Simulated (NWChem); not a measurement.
Molecule: CH4AlCl2N; SMILES C[NH][Al]([Cl])[Cl]

```xyz
9

Al    -0.0631     0.1621     0.0000
Cl    -0.5175     2.2048     0.0000
Cl     1.9326    -0.4717     0.0000
N     -1.3618    -1.0227     0.0000
C     -1.2742    -2.4667     0.0000
H     -2.3210    -0.6884     0.0000
H     -1.7470    -2.9180    -0.8909
H     -1.7470    -2.9180     0.8909
H     -0.2200    -2.7824     0.0000
```
Atoms are numbered in this order, from 1.

Level: PBE0/def2-SVP (NWChem), optimised geometry, unscaled harmonic frequencies. 

```
frequency (cm⁻¹)  IR intensity (km/mol)
----------------  ---------------------
101                                 1.5
110                                 0.6
146                                 9.6
162                                 0.0
225                                31.9
299                                 5.4
434                                17.6
539                               101.0
629                               175.6
786                               103.5
1080                               23.0
1140                                0.0
1180                              110.4
1390                               54.2
1450                               17.2
1469                                2.9
1495                                5.6
3019                               84.9
3087                               32.2
3143                               12.5
3618                               28.6
```

```yaml
zero_point_energy: 36.4 kcal/mol
thermal correction to the enthalpy at 298.15 K (with zero-point energy): 41.6 kcal/mol
heat capacity Cv: 22.4 cal/(mol K)
entropy at 298.15 K and 1 atm (symmetry number 1): 86.6 cal/(mol K)
dipole_moment: 2.48 D
```

Rigid rotor and harmonic oscillator.
